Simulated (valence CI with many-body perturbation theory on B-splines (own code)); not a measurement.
Results of a calculation; reference values are marked as such.
## Ga XI: magnetic and hyperfine properties of the levels

Level of theory: configuration interaction combined with many-body perturbation theory (CI+MBPT): three valence electrons over a frozen Dirac-Fock core [Ar], radial functions for each j: 9 s, 9 p, 10 d, 8 f, 5 g, 3 h, 1 i, with the one-electron correlation potential Σ1 (screened to all orders), the two-electron term Σ2, the three-electron term Σ3, Breit, model QED; selected single and double excitations, second order for the rest, scaled by the run's own slope (own B-spline code, finite nucleus).

No measured levels were compared; by estimate terms of the open shell hold to 2 to 4 % of their energy, and close levels can change places. Core correlation moves these levels by up to 3300 cm⁻¹, and in measured spectra 5 to 20 % of such shifts remained as error; rates that hang on mixing are uncertain with them. Only levels of the ground parity were solved; by the run's estimate the other parity begins above the list, which can be wrong where configurations are misplaced.

A/g_I is the dipole constant over the nuclear g factor μ/I (μ in nuclear magnetons, uniformly magnetised nucleus), B/Q the quadrupole constant per barn. Both hold the static response of the core; the bare values leave it out. Large factors of s and p1/2 electrons are usually good to 5 to 10 %; those of open d and f shells near neutrality can be off by tens of per cent, and small factors of p3/2, d and f electrons come from cancelling terms and can be off by a factor of two or in sign, in half-filled shells by more. B is blank for J = 1/2, where it vanishes, and for nearly pure S terms. Energies count from the lowest level.

Names give the largest LS component (configuration and term), which can be under half, so a name can repeat, a term be missing and a line seem to break the LS rules; names also repeat where a configuration has a term twice. Letters in brackets count levels of one name in rising energy.

| Level | E (eV) | g | A/g_I (MHz) | A/g_I bare | B/Q (MHz/b) | B/Q bare |
| --- | --- | --- | --- | --- | --- | --- |
| 3d3 4F_3/2 | 0.000 | 0.402 | 2860 | 2680 | -597 | -617 |
| 3d3 4F_5/2 | 0.254 | 1.028 | 1610 | 1630 | -587 | -608 |
| 3d3 4F_7/2 | 0.570 | 1.236 | 1240 | 1340 | -804 | -833 |
| 3d3 4F_9/2 | 0.926 | 1.330 | 1150 | 1280 | -1170 | -1210 |
| 3d3 4P_1/2 | 3.844 | 2.581 | -2190 | -1630 |  |  |
| 3d3 4P_3/2 | 3.866 | 1.676 | 957 | 1210 | -1300 | -1350 |
| 3d3 2G_7/2 | 4.209 | 0.890 | 2010 | 1990 | 932 | 969 |
| 3d3 4P_5/2 | 4.262 | 1.596 | 311 | 533 | 1660 | 1710 |
| 3d3 2G_9/2 | 4.456 | 1.089 | 1620 | 1670 | 1420 | 1470 |
| 3d3 2D_3/2 [a] | 5.312 | 1.083 | 1850 | 1890 | -1620 | -1680 |
| 3d3 2P_1/2 | 5.508 | 0.754 | 273 | 209 |  |  |
| 3d3 2H_9/2 | 5.840 | 0.932 | 1680 | 1670 | 2840 | 2940 |
| 3d3 2H_11/2 | 5.958 | 1.090 | 1600 | 1650 | 3580 | 3710 |
| 3d3 2D_5/2 [a] | 6.114 | 1.202 | 1340 | 1430 | -1190 | -1240 |
| 3d3 2P_3/2 | 6.332 | 1.102 | 1390 | 1450 | 218 | 219 |
| 3d3 2F_7/2 | 9.270 | 1.141 | 1560 | 1630 | 1110 | 1160 |
| 3d3 2F_5/2 | 9.415 | 0.859 | 1670 | 1640 | 1320 | 1370 |
| 3d3 2D_5/2 [b] | 14.425 | 1.198 | 1160 | 1250 | 2650 | 2740 |
| 3d3 2D_3/2 [b] | 14.557 | 0.799 | 2690 | 2640 | 2120 | 2190 |

Task: Take the isotope of mass number 71, with I = 3/2, μ = 2.56033 μN and Q = 0.107 b. What is the hyperfine structure of 3d3 4P_1/2?

Result: From the table A = -3740 MHz. Shifts from the centre of gravity in MHz: F = 1: 4680, F = 2: -2800.
